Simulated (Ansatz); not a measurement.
A CCSD(T) single point on C₆H₁₄FGa (`C[CH](C)[Ga]([F])[CH](C)C`).

```yaml
crystal:
  periodic: [false, false, false]
  atoms:
    - {symbol: C, position_ang: [0.078092, -1.377895, -2.637438]}
    - {symbol: C, position_ang: [0.862240, -0.785960, -1.470616]}
    - {symbol: C, position_ang: [1.286738, -1.852633, -0.467105]}
    - {symbol: Ga, position_ang: [-0.126251, 0.716299, -0.642967]}
    - {symbol: F, position_ang: [-1.068114, 1.625675, -1.851547]}
    - {symbol: C, position_ang: [-0.361999, 1.497139, 1.160061]}
    - {symbol: C, position_ang: [-1.848590, 1.600441, 1.493782]}
    - {symbol: C, position_ang: [0.417528, 0.777935, 2.253537]}
    - {symbol: H, position_ang: [-0.831129, -1.881367, -2.294376]}
    - {symbol: H, position_ang: [-0.224455, -0.614479, -3.356548]}
    - {symbol: H, position_ang: [0.677523, -2.127219, -3.167551]}
    - {symbol: H, position_ang: [1.768598, -0.314223, -1.875338]}
    - {symbol: H, position_ang: [1.895635, -1.445648, 0.344134]}
    - {symbol: H, position_ang: [1.874725, -2.637040, -0.957780]}
    - {symbol: H, position_ang: [0.421806, -2.344274, -0.010816]}
    - {symbol: H, position_ang: [0.031304, 2.517263, 1.059862]}
    - {symbol: H, position_ang: [-1.996956, 2.130380, 2.442004]}
    - {symbol: H, position_ang: [-2.305958, 0.612325, 1.609126]}
    - {symbol: H, position_ang: [-2.404996, 2.135202, 0.720986]}
    - {symbol: H, position_ang: [0.080819, -0.255899, 2.377086]}
    - {symbol: H, position_ang: [0.282028, 1.275456, 3.221147]}
    - {symbol: H, position_ang: [1.491421, 0.748522, 2.050371]}
basis:
  gaussian: {orbitals: def2-SVP}
correlation: {method: ccsd_t}
```

```sh
$ ansatz run in.yaml --threads 4 --pin off --events-out ev --progress --plain --max-ram 46080MiB --backend cuda --devices 0, --max-vram 37GiB
```

Output of Ansatz, abridged:

```
Functional definition: HF
2045 factors; integrals over basis functions are off by at most 1.5e-3 eV
mean field evaluation 1: about -61426.3889 eV, gradient 4.8e1 eV
mean field evaluation 2: about -61426.3958 eV, gradient 4.8e1 eV
mean field evaluation 4: about -61432.1438 eV, gradient 5.4e0 eV
mean field evaluation 8: about -61432.2259 eV, gradient 2.6e-1 eV
mean field evaluation 16: about -61432.2151 eV, gradient 1.6e0 eV
mean field -61432.22613609 eV, -2257.5926702430 hartree, gradient 1.3e-6 eV, S^2 0.000000; 0 other end points of the search recorded, 0 dependent functions left out
16 core orbitals not correlated: weight in the atoms' cores, before any rotation towards them, 1.000 or more for the frozen orbitals, at most 0.000 for the correlated occupied ones
reference -61432.22613609 eV, -2257.5926702430 hartree; 29, 29 occupied and 155, 155 virtual orbitals, 2045 factors
second order -34.60985814 eV of doubles, -0.00000000 eV of singles
cycle   1  -35.50318218 eV  change   -8.9e-1 eV  update   1.3e-1
cycle   2  -36.42425125 eV  change   -9.2e-1 eV  update   4.0e-2
cycle   3  -36.64089880 eV  change   -2.2e-1 eV  update   2.1e-2
cycle   4  -36.64130592 eV  change   -4.1e-4 eV  update   5.1e-3
cycle   5  -36.64044697 eV  change    8.6e-4 eV  update   2.6e-3
cycle   6  -36.64048909 eV  change   -4.2e-5 eV  update   7.6e-4
cycle   7  -36.64021358 eV  change    2.8e-4 eV  update   3.1e-4
cycle   8  -36.64014429 eV  change    6.9e-5 eV  update   9.3e-5
cycle   9  -36.64013078 eV  change    1.4e-5 eV  update   3.6e-5
perturbative correction -1.07555252 eV, -0.0395258262 hartree
Total energy: -61469.94181940 eV, -2258.9786960399 hartree
```

It took 2.3 s on 4 threads of an AMD EPYC 7R13 on a shared host and a share of an NVIDIA H100 80 GB, with 1.8 GiB of host memory at the peak.

The correlation energy is -37.716 eV, 2.9 % of it from (T); the T1 diagnostic reads 0.0108.
